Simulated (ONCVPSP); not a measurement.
Reading a pseudo-wave (boron (B))

Columns: radius, all-electron u(r) and pseudo u(r) of the 2s shell (level -9.39 eV) of boron in the configuration [He] 2s2 2p1; LDA (Perdew-Zunger), scalar-relativistic, ONCV scheme, ONCVPSP 4.0.1.

```tsv
r (bohr)	all-electron	pseudo
0.198	-0.3035	0.0665
0.395	-0.0987	0.1616
0.593	0.1822	0.2945
0.790	0.4160	0.4452
0.988	0.5803	0.5830
1.185	0.6781	0.6781
1.383	0.7234	0.7234
1.580	0.7297	0.7297
1.778	0.7093	0.7093
1.975	0.6718	0.6718
2.173	0.6241	0.6241
2.370	0.5716	0.5716
2.568	0.5175	0.5175
2.765	0.4646	0.4646
2.963	0.4139	0.4139
3.160	0.3667	0.3667
3.358	0.3231	0.3231
3.555	0.2837	0.2837
3.753	0.2480	0.2480
3.950	0.2163	0.2162
4.148	0.1879	0.1879
4.345	0.1631	0.1631
4.542	0.1412	0.1412
4.740	0.1219	0.1219
4.938	0.1051	0.1051
5.135	0.0906	0.0906
```

(1) How many radial nodes do the two functions have?

(2) At about which radius was the pseudo-wave matched?

(3) Is the pseudo-wave norm-conserving?

Answers

(1) The all-electron 2s function has n − l − 1 = 1; the pseudo-wave has 0, since the states of the same l below it are removed with the core.

(2) 1.30 bohr, where the columns begin to agree (steps of 0.20 bohr).

(3) Yes: the ONCV scheme keeps the norm inside the radius equal to the all-electron one, which fixes the energy derivative of the logarithmic derivative at the level.
